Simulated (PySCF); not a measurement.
**Stretching ZnGe⁺**

Set-up: PySCF, no relativity, basis sets Zn pcseg-1, Ge pcseg-1. Energies in eV from Zn + Ge⁺ in their ground configurations at the same level. All curves are PBE0. state 1: ²Π (doublet), unpaired electrons π ↑; state 2: ²Σ⁺ (doublet), unpaired electrons σ ↑, a second solution, started from another occupation; state 3: ⁴Σ⁻ (quartet), unpaired electrons σ ↑, π ↑↑, a second solution, started from another occupation.

```csv
R (Å),state 1,state 2,state 3
2.242,-1.320,0.3221,0.3238
2.346,-1.549,-0.0651,0.2735
2.451,-1.670,-0.3257,0.3002
2.529,-1.712,-0.4602,0.3500
2.607,-1.722,-0.5551,0.4140
2.685,-1.709,-0.6193,0.4851
2.789,-1.666,-0.6684,0.5825
2.920,-1.585,-0.6880,0.6981
3.076,-1.465,-0.6728,0.8186
3.285,-1.293,-0.6180,0.9425
```

Question: Put a parabola through the three lowest points of the state 1 curve and estimate Re, k and ωe (reduced mass 34.28 u; 1 eV/Å² = 0.16022 mdyn/Å; ωe = 1302.8·√(k/μ) cm⁻¹).

Answer: Through R = 2.529, 2.607, 2.685 Å the second-order coefficient is 1.89 eV/Å², so Re ≈ 2.602 Å, k ≈ 0.606 mdyn/Å and ωe ≈ 173 cm⁻¹. A polynomial fit of higher order to the unrounded PBE0 energies gives Re = 2.598 Å, k = 0.622 mdyn/Å, ωe = 175 cm⁻¹; anharmonicity and rounding make the difference.

The higher-order fit for each curve: state 1: Re = 2.598 Å, ωe = 175 cm⁻¹, De = 1.72 eV; state 2: Re = 2.929 Å, ωe = 116 cm⁻¹, minimum 0.69 eV below the ground-state fragments; state 3: Re = 2.353 Å, ωe = 231 cm⁻¹, minimum 0.273 eV above the ground-state fragments.

Spin–orbit coupling is left out. For an ion De counts to the pair picked by the measured ionisation energies or electron affinities, which need not be the lowest pair at this level. The state is the lowest determinant that a PBE0 search found; another state may lie lower at other levels.
